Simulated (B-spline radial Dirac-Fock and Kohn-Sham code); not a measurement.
**Auger decay of the 1s hole in Si⁹⁺**

System: silicon as Si⁹⁺ in the configuration [He] 2s2 2p1.

These are calculated numbers from a radial B-spline solver; the model is independent-particle radiative and Coulomb Auger rates from relativistic LDA hole-state orbitals, with Dirac-Fock energies. Kinetic energies are configuration averages from the vacuum level; the two-hole energies are estimated from single-hole states. In a light atom the jj labels are a bookkeeping device: LS coupling regroups the channels of one nl pair.

```
transition  kinetic energy (eV)  width (meV)  share (%)
    K-L1L1               1324.6         53.7       63.9
    K-L1L2               1348.6         10.3       12.2
    K-L1L3               1349.5         20.1       23.9
```

The listed channels hold 100 % of the non-radiative rate. Summed by principal shells, of 0.0841 eV in all: KLL 100.0 %.
